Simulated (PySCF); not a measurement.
Computed shifts of a molecule C7H8O, KT2/pcSseg-1 run with PySCF, GIAO, gas phase, equivalent atoms averaged, in ppm (number of nuclei): ¹³C: 158.5 (1), 126.6 (2), 117.8 (1), 115.2 (1), 105.0 (1), 56.8 (1). ¹H: 7.40 (2), 7.13 (1), 7.05 (1), 6.72 (1), 4.01 (3). References: ¹³C against TMS (σ = 185.1 ppm); ¹⁷O against H2O (σ = 330.4 ppm); ¹H against TMS (σ = 31.47 ppm), references at their B3LYP-D3(BJ)/def2-TZVP geometries, non-relativistic. Geometry optimised at r2SCAN-D4/def2-SVP. The values are those of a single conformer.

Problem. Identify the compound among the candidates.
(A) C#CC(=C)/C=C/OC
(B) C=Cc1cocc1C
(C) C#CC(=C)C(=C)OC
(D) COc1ccccc1

Solution. D, COc1ccccc1
